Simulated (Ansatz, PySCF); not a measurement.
Here is a job for Ansatz (an electronic-structure program).
Ansatz 0.2 input:
```yaml
crystal:
  periodic: [false, false, false]
  atoms:
    - {symbol: La, position_ang: [0.19334028, -0.19046844, -0.61524174]}
    - {symbol: Cl, position_ang: [-1.96926279, -0.82209264, 0.45709470]}
    - {symbol: Cl, position_ang: [-0.10301305, 2.17690188, 0.11512742]}
    - {symbol: Cl, position_ang: [1.42401726, -0.71617979, 1.49064724]}
basis:
  gaussian:
    orbitals: def2-SVPD
hamiltonian:
  xc: r2scan
accuracy: high
```

**Question.** Convert this to an input for PySCF.

**Answer.** One answer among several that fit: 
```python
from pyscf import gto, scf, dft

mol = gto.Mole()
mol.atom = '''
    La    0.193340   -0.190468   -0.615242
    Cl   -1.969263   -0.822093    0.457095
    Cl   -0.103013    2.176902    0.115127
    Cl    1.424017   -0.716180    1.490647
'''
mol.basis = 'def2-svpd'
mol.ecp = {'La': 'def2-svpd'}
mol.charge = 0
mol.spin = 0
mol.verbose = 4
mol.build()

mf = dft.RKS(mol)
mf.xc = 'r2scan'
mf.grids.atom_grid = (99, 590)
mf.grids.prune = None
mf.kernel()
```

Both were run: Ansatz gave -1411.945493 Eh and PySCF -1411.945407 Eh, 0.086 mEh apart.
